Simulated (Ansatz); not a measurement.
Reaction (ligand exchange at the Si–Se bond): `CO[SiH2][Se]C` + HCl → `CO[SiH2]Cl` + `C[SeH]`

Program: Ansatz. Geometries: PBE0-D4/def2-TZVP. ΔE: electronic, gas phase. CCSD(T)/CBS adds triple-zeta CCSD(T) − MP2 to the extrapolated MP2 energy (def2 sets, frozen cores). This one scheme is used for every species. DFT in def2-TZVPP. B3LYP here is the variant with VWN-RPA as its local correlation; programs differ in this. For Se outer-core shells are correlated without core-valence functions, which leaves a few kJ/mol of doubt a bond. Scalar relativity is left out up to krypton. One conformer a species, not always the lowest.

`CO[SiH2][Se]C`:

Z-matrix (Å, degrees):
```
C
O 1 1.408
H 1 1.097 2 111.6
H 1 1.091 2 108.2 3 -119.3
H 1 1.096 2 111.0 3 121.6
Si 2 1.639 1 123.2 3 -57.1
Se 6 2.268 2 114.9 1 -55.2
H 6 1.478 2 105.5 1 -174.1
H 6 1.490 2 109.8 1 64.0
C 7 1.960 6 97.8 2 87.6
H 10 1.088 7 110.6 6 -79.0
H 10 1.088 7 106.6 6 161.9
H 10 1.088 7 109.9 6 43.3
```

HCl:

Cartesian coordinates in Å:
```
Cl 0.249 -0.541 0.233
H -0.249 0.541 -0.233
```

`CO[SiH2]Cl`:

Cartesian coordinates in Å:
```
C -0.811 -0.786 0.797
O 0.282 0.108 0.752
Si 0.789 0.872 -0.590
Cl 1.424 -0.473 -2.011
H -1.019 -1.013 1.843
H -0.575 -1.717 0.272
H -1.708 -0.346 0.348
H 1.931 1.715 -0.193
H -0.313 1.640 -1.218
```

`C[SeH]`:

Cartesian coordinates in Å:
```
C 0.357 0.253 0.326
Se -1.411 -0.129 -0.398
H 0.780 -0.635 0.790
H 0.211 1.021 1.084
H 1.015 0.636 -0.451
H -0.952 -1.146 -1.351
```

```json
{"level": "B3LYP-D4", "ΔE (kJ/mol)": "-41.4", "difference from CCSD(T)/CBS": "-2.5"}
{"level": "ωB97M-V", "ΔE (kJ/mol)": "-44.0", "difference from CCSD(T)/CBS": "-5.1"}
{"level": "B2PLYP", "ΔE (kJ/mol)": "-46.9", "difference from CCSD(T)/CBS": "-8.0"}
{"level": "r2SCAN", "ΔE (kJ/mol)": "-43.6", "difference from CCSD(T)/CBS": "-4.7"}
{"level": "PBE0", "ΔE (kJ/mol)": "-42.6", "difference from CCSD(T)/CBS": "-3.7"}
{"level": "HF/def2-TZVPP", "ΔE (kJ/mol)": "-60.9", "difference from CCSD(T)/CBS": "-22.0"}
{"level": "SCS-MP2/def2-TZVPP", "ΔE (kJ/mol)": "-43.9", "difference from CCSD(T)/CBS": "-5.0"}
{"level": "CCSD(T)/def2-TZVPP", "ΔE (kJ/mol)": "-40.2", "difference from CCSD(T)/CBS": "-1.3"}
{"level": "MP2/def2-QZVPP", "ΔE (kJ/mol)": "-38.9", "difference from CCSD(T)/CBS": "0.0"}
{"level": "CCSD/CBS(def2)", "ΔE (kJ/mol)": "-42.0", "difference from CCSD(T)/CBS": "-3.1"}
{"level": "CCSD(T)/CBS", "ΔE (kJ/mol)": "-38.9", "difference from CCSD(T)/CBS": "0"}
```

Largest T1 diagnostic among the species: 0.010.

In def2-TZVPP, CCSD(T) changes the Hartree–Fock value by +20.7 kJ/mol (the triples alone add +3.2 kJ/mol) and MP2 by +21.5 kJ/mol. The D4 term adds +9.0 kJ/mol with B3LYP and +5.3 kJ/mol with PBE0; it sums over pairs of atoms, weighted by their polarisabilities, and B3LYP, whose exchange is more repulsive, gets the larger term.
